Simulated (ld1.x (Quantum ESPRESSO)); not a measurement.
**Ne (Z = 10): variants of one TM potential**

Base potential:

* Element: Ne
* Generator: ld1.x (Quantum ESPRESSO) 7.5
* Type: norm-conserving Troullier–Martins (Kleinman–Bylander form)
* Functional: BP86
* Relativity: scalar-relativistic
* Frozen core: [He]
* Valence charge: 8
* Reference configuration: 2s2 2p4.5 (charge +1.5)
* Partial waves: 2p (bound): rc 1.60 bohr; 2s (bound): rc 0.60 bohr
* Local potential: the s channel
* Core correction: a·sin(br)/r model core, default radius (core density twice the valence density)

All-electron outer shells of the reference configuration (BP86, scalar-relativistic, ld1.x):

```tsv
shell	level (eV)	outermost node (bohr)	outermost maximum (bohr)
2s	-66.62	0.22	0.67
2p	-43.22	–	0.59
```

Cutoffs, loose and tight: the cutoffs (Ry, on a coarse ladder) from which the occupation-weighted sum of valence levels, in a spherical-Bessel basis at the reference potential, stays within 10 and 1 mRy of its value at 400 Ry. They do not see the model core or the augmentation charge, which bear on the density cutoff. Test errors are all-electron minus pseudo excitation energies from the reference, over the configurations 2s2 2p6; 2s2 2p5; 2s2 2p4; 2s2 2p5.5; 2s1 2p6; 2s2 2p2; 2s2 2p3. A dash means not determined; rows that change the core or the reference have their own tests.

The default core radius of the base comes out at 0.25 bohr.

```tsv
change	outcome	cutoff, loose	cutoff, tight	bound ghosts	largest test error (meV)
base	generated	230 Ry	over 300 Ry	none	+3065
core correction none	generated	230 Ry	over 300 Ry	none	+3057
core correction a·sin(br)/r model core inside 0.28 bohr	generated	230 Ry	over 300 Ry	none	+3067
core correction a·sin(br)/r model core inside 0.38 bohr	generated	230 Ry	over 300 Ry	none	+3058
core correction a·sin(br)/r model core inside 0.46 bohr	generated	230 Ry	over 300 Ry	none	+3051
core correction a·sin(br)/r model core inside 0.54 bohr	generated	230 Ry	over 300 Ry	none	+3053
core correction a·sin(br)/r model core inside 0.60 bohr	generated	230 Ry	over 300 Ry	none	+3054
core correction a·sin(br)/r model core inside 0.70 bohr	generated	230 Ry	over 300 Ry	none	+3056
```
